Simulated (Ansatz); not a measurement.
A nudged elastic band was laid between two geometries of GaH$_{4}$N (6 atoms, charge 0, multiplicity 1).

The calculation used RKS BHLYP/def2-SVP in Ansatz 0.2.0.

```
movable images  : 7
climbing image  : yes
spring          : 5.0 eV/Å²
optimiser       : quadratic models (default)
start path      : through a guess of the saddle point
force threshold : 0.05 eV/Å
iteration limit : 60
end points      : relaxed
```

Image 0:

```xyz
6
Properties=species:S:1:pos:R:3
Ga 0.564 0.030 0.054
N 0.979 -0.034 1.813
H 0.304 -0.131 2.552
H 1.914 0.023 2.178
H 1.746 0.184 -0.950
H -0.944 -0.072 -0.325
```

Image 8:

```xyz
6
Properties=species:S:1:pos:R:3
Ga -0.488 -1.209 0.263
N 1.212 0.128 1.342
H 0.828 0.590 2.158
H 1.996 -0.429 1.659
H 1.561 0.846 0.720
H -0.546 0.074 -0.819
```

(1) Which bonds break or form, and what moves?

(2) What energy profile does the band end with?

(3) What is the geometry of the highest image?

Results:

(1) Bonds broken: Ga1–N2, Ga1–H5. Bonds formed: N2–H5. GaH4N becomes GaH + H3N.

(2) It converged. The highest image is number 2 of 0 to 8, 3.04 eV above the first end and 2.40 eV above the last; the last end lies 0.64 eV above the first. The profile has 2 maxima (images 2, 6) with wells between them (image 3): this band takes more than one step, which may be the mechanism or a detour left from its start path. A structure lower than the last end lies on the path between it and the top, so the climb from that side starts below the end, which may itself be a saddle point or a shallow side well. Neighbouring images differ by up to 2.4 eV, so the band resolves the path poorly. A vibrational analysis at the climbing image gives one clearly imaginary mode, 1591i cm⁻¹: a first-order saddle point. The orbitals stay closed-shell, which can raise the energy where a bond breaks towards radicals; this wasn't checked here.

```
image  path coordinate (Å)  energy (eV)  Ga1–N2 (Å)  Ga1–H5 (Å)  N2–H5 (Å)
    0                 0.00         0.00        1.81        1.56       2.88
    1                 0.92         0.71        1.81        1.54       2.36
    2                 1.83         3.04        1.99        1.66       1.51
    3                 3.46         0.63        2.39        2.95       1.01
    4                 5.10         0.64        2.39        2.90       1.01
    5                 6.73         1.00        3.43        3.31       1.01
    6                 8.37         1.19        4.88        3.90       1.01
    7                10.00         1.10        3.75        3.13       1.01
    8                11.64         0.64        2.42        2.94       1.01
```

(3) 
```xyz
6
Properties=species:S:1:pos:R:3
Ga 0.364 0.387 -0.279
N 1.059 -0.047 1.535
H 0.712 -0.618 2.304
H 1.845 0.502 1.858
H 1.774 -0.315 0.238
H -1.191 0.090 -0.333
```

Run time: 5.7 min on 1 thread of Arm Neoverse V2, on a shared host, peak memory 0.12 GiB.
